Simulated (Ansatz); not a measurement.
Ideal-gas functions of AlH5SeSi, SMILES `[AlH2][Se][SiH3]` at 400 K and 1 bar, from an Ansatz frequency run at PBE0-D4/def2-TZVP.

Molar mass 139.07 g/mol, point group Cs (symmetry number 1), electronic degeneracy 1, moments of inertia 93.525, 186.529, 274.157 u Å². Harmonic wavenumbers (cm⁻¹, unscaled): 64, 102, 184, 389, 396, 459, 572, 601, 611, 759, 914, 939, 943, 1933, 1957, 2230, 2240, 2245.

Use S(trans) = R[1.5 ln M + 2.5 ln T − 1.1517]; rotational temperatures θ = 24.2544 K / I; S(rot) = R[ln(√π/σ · √(T³/θAθBθC)) + 1.5]; for each mode x = 1.438777 ν̃/T, S = R[x/(eˣ − 1) − ln(1 − e⁻ˣ)] and H = RT x/(eˣ − 1); 1 cm⁻¹ = 0.0119627 kJ/mol; R = 8.31446 J/(mol·K).

Q: By hand: the entropy, in J/(mol·K).

A: Translation 176.5. Rotation: θ = 0.2593, 0.13, 0.0885 K, giving 116.1. Vibration, mode by mode: 20.54, 16.70, 11.90, 6.17, 6.04, 5.03, 3.64, 3.36, 3.26, 2.14, 1.38, 1.28, 1.27, 0.06, 0.06, 0.02, 0.02, 0.02, in all 82.9. Electronic 0.0. Sum 375.5 J/(mol·K).

Q: By hand: H − E and G − E in kJ/mol, counted from the electronic energy.

A: Zero-point energy ½ × 17538 × 0.0119627 = 104.9; thermal vibration 17.2; translation, rotation and pV give 4 RT = 13.3. H − E = 135.4 kJ/mol, and G − E = 135.4 − 400 × 375.5/1000 = -14.8 kJ/mol.

Vibration gives 22 % of the entropy, 37.2 J/(mol·K) of it from the modes under 150 cm⁻¹: soft modes count most, and the harmonic formula is weakest for them.
